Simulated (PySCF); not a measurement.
**Tc⁺: ionisation energy**

Tc⁺ [Kr] 4d5 5s1 (7S) → Tc²⁺ [Kr] 4d5 (6S), as a difference of total energies. Calculation: PySCF 2.14, in cc-pVTZ-PP with ECP28MDF (5s5p4d2f1g, 63 functions); a scalar-relativistic core potential. Correlated levels: valence: 4s2 4p6 frozen. The calculations carry no spin-orbit coupling.

```
           method  ionisation energy (eV)
              UHF                  14.236
             TPSS                  15.421
              LDA                  15.968
    MP2 (valence)                  14.809
SCS-MP2 (valence)                  14.427
```

Errors of the correlated levels include the incompleteness of this basis and the frozen core.

Which method comes closest to the reference value, and which is furthest?

The reference is 15.26 eV (semi-empirical (NIST evaluation); NIST Atomic Spectra Database, ionization energies). Closest: TPSS (error 0.161 eV); furthest: UHF (error -1.024 eV).
